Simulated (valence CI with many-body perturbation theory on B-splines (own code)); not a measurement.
# Nb35+: key properties

Level of theory: valence CI with perturbative core correlation (CI+MBPT): four valence electrons over a frozen Dirac-Fock core [He], radial functions for each j: 11 s, 11 p, 9 d, 7 f, 5 g, 2 h, 1 i, with the one-electron correlation potential Σ1, the two-electron term Σ2, the three-electron term Σ3, Breit, model QED; selected CI, second order for the rest (own B-spline code, finite nucleus).

The last digits are not significant, and no measured levels were compared; by estimate large intervals hold to a few tenths of a per cent, small ones and those within an open d or f shell to about a per cent. Among the levels kept, up to 270 cm⁻¹ of a level comes from second order outside the variational space, and about a tenth of that is noise between levels of different J, which matters for small intervals.

Levels are named by their leading jj configuration (3d3/2^4 stands for four electrons in 3d with j = 3/2), which in mixed levels can hold well under half, so a name can repeat and another be missing.

Rates and lifetimes use the calculated energies. Strong lines usually hold to 10 to 20 %, long lifetimes can be off by a factor of two.

(1) What is the ground level?

(2) Among levels below 24768 × 10³ cm⁻¹, which E1 lines absorb most strongly from the ground level?

(3) How well does LS coupling describe the low levels?

(4) What are the static dipole polarisabilities of the lowest levels?

(5) What is the ionisation energy?

(6) Name the longest-lived excited levels whose lifetime is computed, and their main decay.

(7) Where does the other parity begin?

Results:

(1) (2s^2 2p1/2^2) J=0, composition 75 % 2s2 2p2 3P + 24 % 2s2 2p2 1S.

(2) to (2s^2 2p1/2 3d3/2) J=1 at 0.4379 nm, f = 1.40; to (2s 2p1/2^2 3p3/2) J=1 at 0.4280 nm, f = 0.404; to (2s 2p1/2^2 2p3/2) J=1 at 4.746 nm, f = 0.126.

(3) Among the lowest 20 levels the leading LS term, summed over configurations, holds 65 % on average. For single configurations the figures are 65 % in LS and 95 % in jj coupling. Terms mix most in the J = 1 level at 3058.0 × 10³ cm⁻¹, where the leading one holds 34 %.

(4) (2s^2 2p1/2^2) J=0 0.00166; (2s^2 2p1/2 2p3/2) J=1 0.00199 (tensor 0.00011); (2s^2 2p1/2 2p3/2) J=2 0.00188 (tensor 0.00026) bohr³, of which the core gives 3.00e-06.

(5) 4822.9 eV; NIST lists 4815 ± 5 eV (semi-empirical).

(6) (2s^2 2p1/2 2p3/2) J=2 at 841.22 × 10³ cm⁻¹ lives 127 μs, mostly by M1 to (2s^2 2p1/2 2p3/2) J=1; (2s^2 2p1/2 2p3/2) J=1 at 744.44 × 10³ cm⁻¹ lives 179 ns, mostly by M1 to (2s^2 2p1/2^2) J=0; (2s^2 2p3/2^2) J=2 at 1653.8 × 10³ cm⁻¹ lives 91.0 ns, mostly by M1 to (2s^2 2p1/2 2p3/2) J=1.

(7) At (2s 2p1/2^2 2p3/2) J=2, 1723.3 × 10³ cm⁻¹.
